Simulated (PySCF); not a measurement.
CH4MgSe, SMILES [SeH][Mg][CH3]. Atoms are numbered in the order given.

```xyz
7

Mg     0.7457    -0.8816    -0.1861
C      2.0724    -2.4483    -0.5197
H      1.5440    -3.3942    -0.6645
H      2.7564    -2.5777     0.3228
H      2.6781    -2.2706    -1.4122
Se    -0.7848     0.9829     0.1812
H     -1.6779     0.0925     0.9455
```
Charge 0, spin multiplicity 1.

Coordinates come from a B3LYP-D3(BJ)/def2-TZVP optimisation. One conformer was computed; it need not be the lowest.

All values below come from IEF-PCM-M06-2X/def2-SVP (PySCF).

The values are the electrostatic part of the solvation free energy, E(continuum) − E(gas) at the gas-phase geometry, in a cavity of scaled van der Waals radii (PySCF's table); cavitation and dispersion terms are not included. A continuum can't describe solvent molecules that bind to the metal. In vacuum the orbital gap is 7.13 eV. The dipole moment in vacuum is 1.74 D.

Question: Estimate the values in water (ε = 78.36), chlorobenzene (ε = 5.70), N,N-dimethylformamide (ε = 37.22). (Estimate from the structure and the level; the computed values follow.)

Answer: 
```
solvent                    ε  ΔG(elec) (kcal/mol)  dipole (D)  gap (eV)
---------------------  -----  -------------------  ----------  --------
water                  78.36                -10.2        2.44      7.70
chlorobenzene           5.70                 -7.5        2.26      7.56
N,N-dimethylformamide  37.22                 -9.9        2.42      7.69
```
